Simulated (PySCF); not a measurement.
F6Zr (SMILES [F][Zr-2]([F])([F])([F])([F])[F]), charge -2, singlet, geometry from GFN2-xTB (such geometries of metal compounds can be far from the true shape) (all electrons, no relativity) (in this run its highest filled SCF level lies above zero, so its values depend strongly on the basis, on diffuse functions most of all). Base run: BLYP/3-21G in PySCF.

Geometry (Å):
```xyz
7

Zr     0.0000     0.0000     0.0000
F      1.2218    -0.5162    -1.4794
F     -1.2218     0.5162     1.4794
F     -1.2389     0.8303    -1.3129
F     -0.9593    -1.7298    -0.1888
F      0.9593     1.7298     0.1888
F      1.2389    -0.8303     1.3129
```
Charge -2, spin multiplicity 1.
All else is at PySCF's defaults.

Variants of this job, named by their change:

| change | E (Eh) | HOMO (eV) | HOMO-LUMO gap (eV) | core-seconds (rough) |
|---|---|---|---|---|
| base | -4120.36205 | 3.28 | 4.04 | 9 |
| functional = camb3lyp | -4120.38411 | -0.15 | 8.39 | 20 |
| functional = lc_wpbe | -4119.57015 | -1.42 | 10.30 | 20 |
| functional = wb97x | -4120.26813 | -1.11 | 10.07 | 20 |
| functional = lda,vwn | -4112.51275 | 3.06 | 4.25 | 5 |
| functional = tpssh | -4120.19002 | 2.30 | 5.32 | 10 |
| functional = x3lyp | -4120.10832 | 1.51 | 6.09 | 10 |
| functional = bhandhlyp | -4120.12820 | -0.73 | 8.87 | 9 |
| functional = tpss | -4120.23962 | 3.04 | 4.38 | 10 |
| functional = m06l | -4120.12157 | 3.00 | 4.51 | 10 |
| functional = b3lyp; dispersion = d4 | -4120.41167 | 1.62 | 5.99 | 9 |
| functional = b97-1 | -4120.01551 | 1.64 | 6.14 | 9 |
| functional = hse06 | -4119.48804 | 1.68 | 5.86 | 30 |

Total energies compare only within one method and basis.
